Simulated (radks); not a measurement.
Task: The lanthanum ion La22+, 35 electrons, occupied as [Ar] 3d10 4s2 4p5. Method: scalar-relativistic Kohn-Sham, PBE, spin-polarised, spherical densities, point nucleus; open shells are filled with parallel spins first (spin-orbit coupling, left out, can overturn this in heavy ions); computed with a radial shooting solver on a logarithmic mesh with Libxc functionals. Some entries of the table are withheld. Estimate them.

orbital,occ.,eigenvalue (eV),r(max) (bohr)
1s up,1,-39388.94,0.01608
1s down,1,-39388.40,0.01608
2s up,1,-6800.355,0.09090
2s down,1,-6800.056,0.09090
2p up,3,-6161.935,0.07309
2p down,3,-6161.452,0.07310
3s up,1,-1918.997,0.2590
3s down,1,-1918.501,0.2591
3p up,3,-1714.941,0.2532
3p down,3,-1714.372,0.2532
3d up,5,-1425.944,0.2079
3d down,5,-1425.386,0.2079
4s up,1,-797.8136,0.5806
4s down,1,-795.0949,0.5804
4p up,3,-724.7512,0.5972
4p down,2,-722.0629,0.5971
4d up,0,-619.8719,(1)
4d down,0,-617.3294,(2)
5s up,0,-432.9279,1.084
5s down,0,-431.8905,1.085
5p up,0,-401.1091,1.129
5p down,0,-400.1211,1.130

Result: 
(1) 4d up r(max) (bohr): 0.6046
(2) 4d down r(max) (bohr): 0.6044
